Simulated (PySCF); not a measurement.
## Broadened absorption spectrum of C9H8O

Compound: C₉H₈O.
Bonds: C1–C2 (double), C2–C3, C3–C4 (aromatic), C4–C5 (aromatic), C5–C6 (aromatic), C6–O7, C6–C8 (aromatic), C8–C9 (aromatic), C9–C10, C3–C9 (aromatic), C8–C10. Hydrogens: H11, H12 on C1; H13 on C2; H14 on C4; H15 on C5; H16 on O7; H17, H18 on C10.

Level of theory: TDDFT wB97X-D/def2-SVPD, vertical, gas phase, core orbitals frozen in the response in PySCF 2.14.0, density-fitted response routines. Isolated species at its PBE0-D3(BJ)/def2-SVP geometry (one conformer only). Torsions of this conformer, `[CH2:1]=[CH:2][c:3]1[cH:4][cH:5][c:6]([OH:7])[c:8]2[c:9]1[CH2:10]2`: C1–C2–C3–C4 180°, H–O7–C6–C5 180°.

Broadening: Gaussians 0.25 eV wide at half height, area fixed by f = 4.319×10⁻⁹ ∫ε dν̃. The cross-section is σ = 3.8235×10⁻²¹ ε cm², given in Mb (10⁻¹⁸ cm²). The width is an assumption, not a result. The curve ends short of the highest state used, and states not computed would add to its high-energy end.

| λ (nm) | σ (Mb) |
| --- | --- |
| 211.4 | 61.67 |
| 213.2 | 29.35 |
| 215.1 | 10.87 |
| 217.0 | 3.27 |
| 218.8 | 0.88 |
| 220.7 | 0.18 |
| 222.6 | 0.03 |
| 224.4 | 0.01 |
| 226.3 | 0.02 |
| 228.2 | 0.12 |
| 230.0 | 0.52 |
| 231.9 | 1.93 |
| 233.7 | 5.63 |
| 235.6 | 14.61 |
| 237.5 | 31.91 |
| 239.3 | 57.48 |
| 241.2 | 91.90 |
| 243.1 | 126.88 |
| 244.9 | 151.86 |
| 246.8 | 162.68 |
| 248.7 | 156.33 |
| 250.5 | 138.56 |
| 252.4 | 114.11 |
| 254.3 | 89.52 |
| 256.1 | 68.82 |
| 258.0 | 50.45 |
| 259.8 | 36.16 |
| 261.7 | 24.14 |
| 263.6 | 15.10 |
| 265.4 | 9.04 |
| 267.3 | 4.88 |
| 269.2 | 2.44 |
| 271.0 | 1.17 |
| 272.9 | 0.50 |
| 274.8 | 0.20 |
| 276.6 | 0.08 |

Question: Locate the maxima and give the states behind the curve.

Answer: 247 nm (5.02 eV), ε about 43000, made up of S2 (92%) (ε in L mol⁻¹ cm⁻¹; maxima over ε = 5, shares over 10%). At its high-energy end, 5.87 eV, the curve is still rising (ε about 17000, from S3). The states used: S1 4.86 eV (f 0.096); S2 5.03 eV (f 0.368); S3 6.00 eV (f 0.317); S4 6.05 eV (f 0.055); S5 6.18 eV (f 0.175); S6 6.47 eV (f 0.0006).

Question: What would ε be at 5.02 eV, the highest of these maxima, with half the width (0.125 eV)?

Answer: About 77300 L mol⁻¹ cm⁻¹ against 42600, a factor of about 1.8; a lone state at its own centre would give exactly 2.

Question: On this curve, what absorbance would a 10⁻⁵ mol/L sample give at 248 nm over a 1 cm path?

Answer: 248 nm is 4.999 eV, where ε is about 42000 L mol⁻¹ cm⁻¹, so A = ε c l ≈ 0.42 (Beer–Lambert, with the gas-phase spectrum and the assumed width).

Question: Coming from long wavelengths, where does ε first pass 100 L mol⁻¹ cm⁻¹?

Answer: At about 273 nm (4.53 eV), 0.32 eV below S1.
